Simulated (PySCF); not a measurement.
Species: C₆H₃ClF₂ (charge -1 and doublet state).
Z-matrix (Å and degrees, GFN2-xTB geometry), rows numbered from 1:
```
F 
C   1  1.3827
C   2  1.3634  1  118.49
C   3  1.4321  2  120.08  1  -177.22
Cl  4  1.8782  3  113.43  2  -138.68
C   4  1.4180  3  115.09  2    -3.08
F   6  1.3784  4  118.66  3  -179.92
C   6  1.3635  4  123.87  3     5.41
C   2  1.3939  1  117.46  3  -177.68
H   3  1.0799  2  120.55  1     1.49
H   8  1.0823  6  119.77  4   173.72
H   9  1.0774  2  121.41  1    -0.34
```

As a line formula: `[CH]1[CH-]C(=CC(Cl)=C1F)F` [radical] (charge -1).

Level of theory: UKS B3LYP, pcH-1 on C Cl F H, non-relativistic, mean-field spin-orbit, GIAO (PySCF). Whether the extra electron is bound in the gas phase wasn't checked; a finite basis holds it in any case. A GFN2-xTB geometry isn't a minimum of the functional, and hyperfine couplings can be far from their values at a DFT geometry, by a factor of two or more for some ions and for spin on atoms past the first row. The SCF solution wasn't tested for stability.

(1) The isotropic 19F couplings are +74.8, +7.1 MHz. Assign them to F1; F7.

## Answers

(1) 
```csv
site,a_iso (MHz),ρ(0) (bohr⁻³),position,distance from C4 (Å),bound to,spin population there,largest |T| (MHz)
F1,+7.1,+0.0017,3 bonds from C4,3.68,C2,-0.05,24.2
F7,+74.8,+0.0177,2 bonds from C4,2.41,C6,+0.03,52.5
```

ρ(0) is the spin density at the nucleus and T the dipolar tensor; a_iso includes a spin–orbit part. Largest spin populations (Mulliken): C4 (+0.50), C9 (+0.25), C3 (+0.13) and Cl5 (+0.13). The angles at C4 add up to 343.7°, so it is pyramidal.

β density exceeds α density at some nuclei, such as C6 (-0.0093) and H12 (-0.0039), spin density in bohr⁻³. In a single determinant that takes different orbitals for the two spins, that is spin polarisation.

C8, the radical centre as drawn in `FC1=CC(Cl)=C(F)[CH][CH-]1`, holds a spin population of 0.00 out of 1.
